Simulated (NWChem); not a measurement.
System: SnHSCl$_{3}$; SMILES [SH][Sn]([Cl])([Cl])[Cl]

```xyz
6

S     -1.1981    -2.0519    -0.3565
Sn    -0.0026    -0.0155    -0.0027
Cl    -0.9011     1.2298     1.7494
Cl     2.2039    -0.5422     0.4986
Cl    -0.0280     1.3712    -1.8746
H     -2.3697    -1.3915    -0.5104
```
Atoms are numbered in this order, from 1.

Computed with NWChem. Geometry: optimised at PBE0/def2-SVP. def2 effective core potentials on Sn; no spin-orbit coupling. Level MN15/def2-SVP: energy and gradient on several grids; changes count from the extra-fine grid, which is no exact limit either.

Problem. Which is the coarsest grid (coarse; fine; xcoarse; xfine; medium) from which on the energy stays within 50 μHa and each gradient component within 100 μHa/bohr of xfine?

Solution. medium.
```json
[
 {"grid": "xcoarse", "size of the energy change (μHa)": "6000", "largest change of a gradient component (μHa/bohr)": "500", "time, medium = 1 (rough)": "about 1"},
 {"grid": "coarse", "size of the energy change (μHa)": "< 10", "largest change of a gradient component (μHa/bohr)": "700", "time, medium = 1 (rough)": "about 1"},
 {"grid": "medium", "size of the energy change (μHa)": "< 10", "largest change of a gradient component (μHa/bohr)": "< 30", "time, medium = 1 (rough)": "about 1"},
 {"grid": "fine", "size of the energy change (μHa)": "< 10", "largest change of a gradient component (μHa/bohr)": "< 30", "time, medium = 1 (rough)": "2"},
 {"grid": "xfine", "size of the energy change (μHa)": "< 10", "largest change of a gradient component (μHa/bohr)": "< 30", "time, medium = 1 (rough)": "2"}
]
```
